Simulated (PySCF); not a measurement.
## Vertical excitation energies

C5H4FN.
InChI=1S/C5H4FN/c6-5-2-1-4(5)3-7/h2,4H,1H2/t4-/m1/s1

Method used: TDDFT CAM-B3LYP/def2-SVPD, vertical, gas phase, core orbitals frozen in the response in PySCF. Isolated species at its GFN2-xTB geometry, gas phase.

| state | E (eV) | λ (nm) | f | \|μ\| (D) | main configurations (H = HOMO, L = LUMO) |
| --- | --- | --- | --- | --- | --- |
| S1 | 7.16 | 173.1 | 0.087 | 1.79 | H→L (79%), H→L+2 (8%) |
| S2 | 7.37 | 168.2 | 0.074 | 1.63 | H→L+1 (86%) |
| S3 | 7.50 | 165.3 | 0.047 | 1.28 | H→L+2 (82%) |
| S4 | 7.67 | 161.6 | 0.0009 | 0.17 | H-2→L+5 (18%), H-2→L (16%), H-1→L+4 (12%) |
| S5 | 7.99 | 155.2 | 0.027 | 0.95 | H-1→L (35%), H-2→L+1 (12%), H-1→L+4 (10%) |
| S6 | 8.00 | 155.0 | 0.0013 | 0.20 | H-1→L+1 (20%), H-2→L (19%), H-2→L+4 (9%) |
| S7 | 8.20 | 151.2 | 0.018 | 0.77 | H→L+3 (69%), H→L+4 (14%) |
| S8 | 8.34 | 148.6 | 0.0082 | 0.51 | H→L+5 (50%) |

Triplets, Tamm–Dancoff:

```
state  E (eV)  λ (nm)     main configurations (H = HOMO, L = LUMO)
   T1    4.50   275.7            H→L (73%), H→L+1 (9%), H→L+2 (9%)
   T2    6.38   194.3  H-1→L+5 (19%), H-2→L+4 (15%), H-2→L+1 (10%)
   T3    6.92   179.1    H-1→L (12%), H-2→L+5 (11%), H-2→L+1 (11%)
```

The lowest singlet lies at 7.16 eV (173 nm, vacuum ultraviolet) and is of moderate strength; its leading configuration is HOMO→LUMO (79%). The lowest level is also the most intense of those listed (f = 0.087). S5/S6 lie within about 0.01 eV of each other. Löwdin shares by element: HOMO carbon 71% or more, fluorine 12% (atoms not listed hold the other 16%); LUMO carbon 59% or more, hydrogen 9% or more (atoms not listed hold the other 32%). The listed states span 1.18 eV, and the widest gap between neighbours is 0.32 eV (S4 to S5). Of the 8 states listed, 5 reach f = 0.01 and none stays under 0.0005. The oscillator strengths of these states sum to 0.264; summed over the whole spectrum of an exact calculation they would give the number of electrons, 50 (Thomas–Reiche–Kuhn). The window holds the lowest 8 singlets.
